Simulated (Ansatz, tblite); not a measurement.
Removing and adding an electron: Si₃₂H₃₆, a nanocrystal cut from cubic silicon. The state is a singlet with charge 0. Geometry: PBE-D4/def2-SVP. Ansatz, gas phase; energy differences of separate SCF runs; the oxidised species was run as a doublet alone; the reduced species was run as a doublet alone.

```xyz
68

Si   -1.718   -1.081    3.479
Si   -2.460   -2.956    0.211
Si   -2.810    2.232    1.827
Si   -3.552    0.363   -1.445
Si    0.267   -5.134   -1.469
Si    0.994   -3.241    1.829
Si   -0.088    0.071    0.201
Si    3.394   -0.208    1.810
Si    2.621   -2.082   -1.439
Si    0.676    1.947    3.460
Si    2.312    3.076    0.174
Si   -0.834   -1.798   -3.057
Si   -1.912    1.484   -4.767
Si    1.540    1.203   -3.075
Si   -1.180    3.363   -1.461
Si    5.048    0.912   -1.507
Si    0.000   -2.647    3.881
Si   -0.633   -4.400    0.578
Si   -3.319   -2.375    2.327
Si   -4.505    1.223    0.532
Si   -0.987    0.794    2.247
Si   -1.743   -1.076   -1.008
Si   -2.227    4.104    0.515
Si   -2.806    2.204   -2.714
Si    2.600    0.641    3.860
Si    0.985   -3.244   -2.673
Si    1.726   -1.362    0.617
Si    0.640    1.936   -1.026
Si    4.140    1.633    0.541
Si    3.367   -0.232   -2.691
Si    1.559    3.794    2.288
Si   -0.100    0.053   -4.315
H    -2.296   -0.611    4.795
H    -3.514   -3.679   -0.597
H    -3.387    2.695    3.146
H    -4.593   -0.399   -2.234
H    -0.783   -5.882   -2.255
H     1.432   -6.061   -1.215
H     2.180   -4.148    2.069
H     4.551   -1.151    2.051
H     3.787   -3.003   -1.153
H     0.095    2.411    4.776
H     2.768    4.261   -0.646
H    -1.912   -2.533   -3.822
H    -2.968    0.749   -5.559
H    -1.447    2.674   -5.572
H     2.003    2.416   -3.851
H    -0.682    4.546   -2.261
H     6.222   -0.005   -1.254
H     5.528    2.101   -2.304
H    -0.650   -3.885    4.455
H     1.019   -2.152    4.871
H    -1.113   -5.580    1.394
H    -3.511   -3.652    3.113
H    -4.653   -1.688    2.218
H    -5.265    0.167    1.289
H    -5.476    2.312    0.141
H    -3.513    4.794    0.125
H    -1.373    5.095    1.261
H    -3.979    3.131   -2.947
H     2.362   -0.456    4.863
H     3.658    1.565    4.417
H     1.575   -3.652   -4.004
H     5.182    2.377    1.346
H     3.892   -0.722   -4.021
H     0.582    4.933    2.174
H     2.760    4.283    3.065
H     0.520   -0.445   -5.601
```

The xTB rows come from tblite. Single mean-field runs in def2-TZVP are fitted with def2-universal-jkfit. HOMO above LUMO, or a gap near zero within one spin, warns that the state may not be the lowest or that an electron is smeared out.

```csv
level,−HOMO (eV),vertical IE (eV),−LUMO (eV),vertical EA (eV),HOMO–LUMO gap (eV),IE − EA (eV),remarks
GFN1-xTB,11.32,12.38,8.86,7.64,2.47,4.75,–
GFN2-xTB,8.69,9.84,5.98,4.77,2.71,5.07,–
LDA (SPW92)/def2-TZVP,6.18,–,2.68,1.45,3.50,–,gap within one spin near zero (-1 doublet)
PBE-D4/def2-TZVP,6.13,7.50,2.52,1.39,3.60,6.11,"gap within one spin near zero (+1 doublet), gap within one spin near zero (-1 doublet)"
PBE0-D4/def2-TZVP,7.04,7.98,1.86,1.12,5.18,6.86,–
```

Run but left out: LDA (SPW92)/def2-TZVP (charge +1 doublet: an occupied level 0.01 eV above an empty one).   Raw xTB energy differences between charge states are shifted by several eV; the methods need an empirical correction for them. Sets without diffuse functions give affinities that are too small.
